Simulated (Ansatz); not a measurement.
`CC(C)O[Si]F` and `CC(C)O[SiH3]` differ in one atom or group.

Ansatz, PBE0-D4/def2-TZVP geometries, multiplicity 1. Each molecule was computed in one conformer, which needn't be the lowest.

```json
{"property": "LUMO energy (PBE/def2-TZVPP) / eV", "`CC(C)O[Si]F`": "-2.16"}
{"property": "HOMO energy (PBE/def2-TZVPP) / eV", "`CC(C)O[Si]F`": "-6.30"}
{"property": "size of the dipole moment (ωB97M-V/def2-TZVPP) / D", "`CC(C)O[Si]F`": "1.65"}
{"property": "LUMO energy (PBE0/def2-TZVPP) / eV", "`CC(C)O[Si]F`": "-1.35"}
{"property": "HOMO–LUMO gap (ωB97M-V/def2-TZVPP) / eV", "`CC(C)O[Si]F`": "10.29"}
{"property": "size of the dipole moment (PBE/def2-TZVPP) / D", "`CC(C)O[Si]F`": "1.81"}
```

(1) Give the same properties after the change, and the shifts. (Estimate.)

## Answers

(1) The calculation gave: 
```csv
property,`CC(C)O[SiH3]`,shift
LUMO energy (PBE/def2-TZVPP) / eV,-0.47,1.69
HOMO energy (PBE/def2-TZVPP) / eV,-6.55,-0.25
size of the dipole moment (ωB97M-V/def2-TZVPP) / D,1.24,-0.41
LUMO energy (PBE0/def2-TZVPP) / eV,0.40,1.75
HOMO–LUMO gap (ωB97M-V/def2-TZVPP) / eV,12.42,2.13
size of the dipole moment (PBE/def2-TZVPP) / D,1.18,-0.63
```

With PBE0 the HOMO falls by 0.58 eV and the LUMO rises by 1.75 eV, so the gap widens by about 2.33 eV. PBE moves the HOMO by -0.25 eV and ωB97M-V by -0.75 eV. Dipoles are sizes alone; their direction can turn.
